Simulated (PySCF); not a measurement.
Working with the constants of HBr⁺

PBE0 constants of HBr⁺, ²Π (doublet), unpaired electrons π ↑ (basis H cc-pVTZ, Br cc-pVTZ-PP with ECP10; scalar-relativistic core potentials; PySCF 2.14; masses 1.0078 and 78.9183 u):

| Quantity | Value |
| --- | --- |
| ωe | 2435.6 cm⁻¹ |
| ωexe | 43.0 cm⁻¹ |
| Be | 7.994 cm⁻¹ |
| αe | 0.230 cm⁻¹ |
| De to H + Br⁺ | 4.04 eV |

(1) What force constant and bond length do these constants imply?

(2) Estimate the centrifugal constant D from the Kratzer relation and find the Dunham coefficient a1.

Spin–orbit coupling is left out. For an ion De counts to the pair picked by the measured ionisation energies or electron affinities, which need not be the lowest pair at this level. The state is the lowest determinant that a PBE0 search found; another state may lie lower at other levels.

## Answers

(1) Reduced mass μred = 0.99512 u; k = 5.8918×10⁻⁷·μred·ωe² (u, cm⁻¹, mdyn/Å) = 3.48 mdyn/Å; Re = √(16.8576/(μred·Be)) (u, cm⁻¹, Å) = 1.456 Å.

(2) D = 4Be³/ωe² = 0.000344 cm⁻¹; a1 = −1 − αeωe/(6Be²) = -2.46.
